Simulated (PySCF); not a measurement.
B3LYP has the VWN-RPA correlation part, as in Gaussian. 

```xyz
8

N      2.5204     0.0226     0.0749
C      1.3518     0.1574     0.3947
N      0.2266     0.1926     0.8233
Si    -1.4279    -0.1902     0.5599
H      3.0182     0.7096    -0.4687
H     -1.8799    -1.0721     1.6551
H     -1.6214    -0.8706    -0.7418
H     -2.2030     1.0674     0.5813
```

Charge 0, multiplicity 1.

Problem. Give the Mulliken and meta-Löwdin atomic charges from B3LYP-D3(BJ)/def2-TZVP in PySCF 2.14.0.

Solution. 
```
atom  Mulliken (e)  meta-Löwdin (e)
----  ------------  ---------------
N1           -0.33            -0.45
C2            0.13             0.34
N3           -0.23            -0.50
Si4           0.34             0.67
H5            0.25             0.27
H6           -0.05            -0.10
H7           -0.05            -0.12
H8           -0.05            -0.11
```
